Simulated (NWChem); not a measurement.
Molecule: SiHSBr, singlet; SMILES S[Si]Br

```xyz
4

Si     1.0623    -0.6326    -0.0076
Br    -0.1815     1.2563     0.0079
S     -0.5673    -2.0290    -0.0116
H      0.2502    -3.1091    -0.0207
```
Atoms are numbered in this order, from 1.

Computed with NWChem. Pople sets run with spherical d functions. Low-valent species are run as closed-shell singlets; no triplet was tried in these runs. Geometry: optimised at PBE0/def2-SVP. Vzz is the largest principal value of the second derivative of the potential at the nucleus (NWChem prints the opposite sign); η is the asymmetry. Non-relativistic.

For level PBE0/6-31G*:

| Item | Result |
|---|---|
| Vzz Br2 (a.u.) | 3.170 |
| Vzz S3 (a.u.) | 1.496 |

Question: Estimate the same quantities for level Hartree-Fock/def2-SVP.

Answer: 
| Quantity | Result |
|---|---|
| Vzz Br2 (a.u.) | 3.322 |
| Vzz S3 (a.u.) | 1.673 |
